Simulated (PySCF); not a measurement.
Cost against size for one kind of job: PBE0-D3(BJ)/def2-SVP geometry optimisation, gas phase, def2 core potentials past Kr (PySCF 2.14.0); work: geometry optimisation from a GFN2-xTB start shaken at random. Hardware: one thread of an Arm Neoverse V1 (shared host). The host was shared with other jobs, so the times are rough. Peak memory is the resident size of the whole Python process, interpreter and libraries included.

| species (SMILES) | atoms | electrons | basis functions | SCF cycles | gradient evaluations | wall time | peak memory |
| --- | --- | --- | --- | --- | --- | --- | --- |
| [BH2][BiH2] | 6 | 92 | 60 | 26 | 4 | 5.9 s | 0.29 GiB |
| [F][Cu-2]([F])([F])[F] (charge -2 and doublet state) | 5 | 67 | 87 | 74 | 8 | ? | ? |
| FC[SiH2][SiH3] | 11 | 50 | 99 | 93 | 15 | ? | ? |
| F[SiH2]C[SiH3] | 11 | 50 | 99 | 30 | 5 | 17 s | 0.41 GiB |
| [H]/N=C/[SiH2][AsH2] | 10 | 66 | 108 | 73 | 11 | ? | ? |
| Br[Si@H]1CCCO1 | 13 | 82 | 141 | 60 | 9 | 90 s | 0.56 GiB |

Q: Estimate the withheld figures.

A: `[F][Cu-2]([F])([F])[F]`: 55 s, 0.37 GiB; `FC[SiH2][SiH3]`: 44 s, 0.39 GiB; `[H]/N=C/[SiH2][AsH2]`: 48 s, 0.45 GiB.

Q: With all rows, how does the wall time grow with the number of basis functions N?

A: A straight line through log(time) against log(N) has slope 3.0 between N = 60 and 141, and the rows scatter about it by a factor of about 1.8 (standard error of the fit). This is a fit to these rows, whose iteration counts differ, not the method's formal scaling.

Q: Which species took longest, and how many times the shortest run?

A: `Br[Si@H]1CCCO1`, at 90 s: about 15 times the shortest (5.9 s).
